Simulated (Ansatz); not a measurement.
Single points on the cluster Al₃P₄⁻.

```yaml
crystal:
  periodic: [false, false, false]
  atoms:
    - {symbol: Al, position_ang: [-1.334029, -0.510298, -1.085548]}
    - {symbol: Al, position_ang: [0.523053, 1.505302, 0.821627]}
    - {symbol: Al, position_ang: [0.791650, -1.304248, 0.607462]}
    - {symbol: P, position_ang: [2.499204, 0.396741, 0.601376]}
    - {symbol: P, position_ang: [0.306761, -1.983136, -1.653668]}
    - {symbol: P, position_ang: [-1.428051, 0.148535, 1.232802]}
    - {symbol: P, position_ang: [-1.358587, 1.747102, -0.524050]}
basis:
  gaussian: {orbitals: def2-SVPD, initial_orbitals: start.molden}
total_charge: -1
magnetization: {spin_polarized: true, initial_magnetization: 4}
correlation: {method: ccsd_t}
scf: {omitted_lower_state_checks: [starts, cluster_reference]}
output: {orbitals: {seedname: orbitals}}
```

The file start.molden holds the orbitals of an earlier run on this structure, at another level or in another basis.

```sh
$ ansatz run in.yaml --threads 4 --pin off --events-out ev --progress --plain --max-ram 4787MiB
```

It prints (some lines left out):

```
Functional definition: HF
1496 factors; integrals over basis functions are off by at most 6.2e-4 eV
mean field evaluation 1: about -56819.4726 eV, gradient 1.7e1 eV
mean field evaluation 2: about -56820.9035 eV, gradient 1.5e0 eV
mean field evaluation 4: about -56821.0916 eV, gradient 1.5e-1 eV
mean field evaluation 8: about -56821.1783 eV, gradient 1.2e0 eV
mean field evaluation 16: about -56821.2632 eV, gradient 4.8e-4 eV
mean field -56821.26320693 eV, -2088.1429080193 hartree, gradient 2.9e-6 eV, S^2 6.093988; 0 other end points of the search recorded, 0 dependent functions left out
35 core orbitals not correlated: weight in the atoms' cores, before any rotation towards them, 1.000 or more for the frozen orbitals, at most 0.000 for the correlated occupied ones
reference -56821.26320693 eV, -2088.1429080193 hartree; 17, 13 occupied and 116, 120 virtual orbitals, 1496 factors
second order -17.11688470 eV of doubles, -0.00000000 eV of singles
cycle   1  -17.48969849 eV  change   -3.7e-1 eV  update   1.8e-1
cycle   2  -18.19745694 eV  change   -7.1e-1 eV  update   6.5e-2
cycle   3  -18.42162622 eV  change   -2.2e-1 eV  update   5.5e-2
cycle   4  -18.45741899 eV  change   -3.6e-2 eV  update   3.2e-2
cycle   5  -18.47105107 eV  change   -1.4e-2 eV  update   2.8e-2
cycle   6  -18.49971826 eV  change   -2.9e-2 eV  update   2.0e-2
cycle   7  -18.51251736 eV  change   -1.3e-2 eV  update   1.3e-2
cycle   8  -18.52587177 eV  change   -1.3e-2 eV  update   7.2e-3
cycle   9  -18.52797460 eV  change   -2.1e-3 eV  update   4.1e-3
cycle  10  -18.52648331 eV  change    1.5e-3 eV  update   2.5e-3
cycle  11  -18.52769111 eV  change   -1.2e-3 eV  update   1.6e-3
cycle  12  -18.52890598 eV  change   -1.2e-3 eV  update   9.1e-4
cycle  13  -18.52869472 eV  change    2.1e-4 eV  update   6.2e-4
cycle  14  -18.52921126 eV  change   -5.2e-4 eV  update   4.0e-4
cycle  15  -18.52864741 eV  change    5.6e-4 eV  update   2.6e-4
cycle  16  -18.52875371 eV  change   -1.1e-4 eV  update   1.4e-4
cycle  17  -18.52872075 eV  change    3.3e-5 eV  update   8.2e-5
cycle  18  -18.52873809 eV  change   -1.7e-5 eV  update   4.5e-5
cycle  19  -18.52874796 eV  change   -9.9e-6 eV  update   2.4e-5
perturbative correction -1.37722314 eV, -0.0506120168 hartree
Total energy: -56841.16917803 eV, -2088.8744389643 hartree
Checks for a lower state left out: starts, cluster_reference
```

It took 2.7 min on 4 threads of Arm Neoverse N1 on a shared host, peak host memory 2.6 GiB.

Geometry: r2SCAN-D4/def2-SVPD.

Correlated methods freeze 35 core orbitals. T1 of the charge -1 quintet is large (up to 0.058), so the single-reference result is doubtful. At PBE0-D4/def2-TZVPD a singlet of charge -1 lies 1.77 eV below the quintet, each at its own geometry. The structure comes from a short search, and lower isomers may exist.
